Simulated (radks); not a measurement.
Spin polarisation of the 5d9 shell in neutral platinum. Start: [Xe] 4f14 5d(up 4.5, down 4.5) 6s(up 0.5, down 0.5); electrons of 5d are moved from spin down to spin up, other shells keep equal spins. All-electron calculation, non-relativistic Kohn-Sham, BLYP, spin-polarised, spherical densities, point nucleus. Program: a radial shooting solver on a logarithmic mesh with Libxc functionals.

moment (Bohr magnetons)  E - E(0) (eV)  e(5d up) (eV)  e(5d down) (eV)  6s down minus up (eV)
0                                0.000         -7.094           -7.094                 0.000
0.25                            -0.009         -7.162           -7.024                  0.041
0.5                             -0.034         -7.228           -6.953                  0.082
0.75                            -0.077         -7.293           -6.881                  0.122
1                               -0.137         -7.357           -6.807                  0.163

At moment 1 the spin-polarisation energy is -0.137 eV and the 5d exchange splitting 0.549 eV, that is 0.549 eV per Bohr magneton; E = -I m^2/4 would give I = 0.550 eV.
